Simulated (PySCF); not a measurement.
Sn(H)(F)(NH2)2 (FH₅N₂Sn), SMILES [F][SnH]([NH2])[NH2].

Geometry: B3LYP-D3(BJ)/def2-SVP. The structure was generated by enumeration; whether it is a known compound was not checked. The def2 effective core potentials stand for the cores of Sn; spin–orbit coupling is left out. Other conformers were not sampled.

Two levels are set side by side: TDA-PBE/def2-SVPD (PySCF) and TDA-PBE0/def2-SVPD (PySCF). Vertical, same geometry. The lowest singlet is HOMO→LUMO 91 % with PBE and HOMO→LUMO 91 % with the other functional; states are paired by order. Differences are taken from unrounded values.

```csv
quantity,TDA-PBE0
lowest singlet excitation (eV),5.81
lowest triplet excitation (TDA) (eV),5.07
first bright state (f over 0.05) (eV),6.12
its oscillator strength,0.11
```

Question: What does TDA-PBE give, and how far is it from TDA-PBE0? (The exact figures need the calculation; the answer reports its results.)

Answer: 
```csv
quantity,TDA-PBE,TDA-PBE minus TDA-PBE0
lowest singlet excitation (eV),4.97,-0.84
lowest triplet excitation (TDA) (eV),4.39,-0.68
first bright state (f over 0.05) (eV),5.24,-0.88
its oscillator strength,0.06,-0.05
```

Functionals without exact exchange tend to place singlet excitations lower, as here. Differences between two approximate levels are no errors against the true value.

Rough cost on one machine, each run with all the roots and properties that it gave: TDA-PBE0 against TDA-PBE about 2 times.
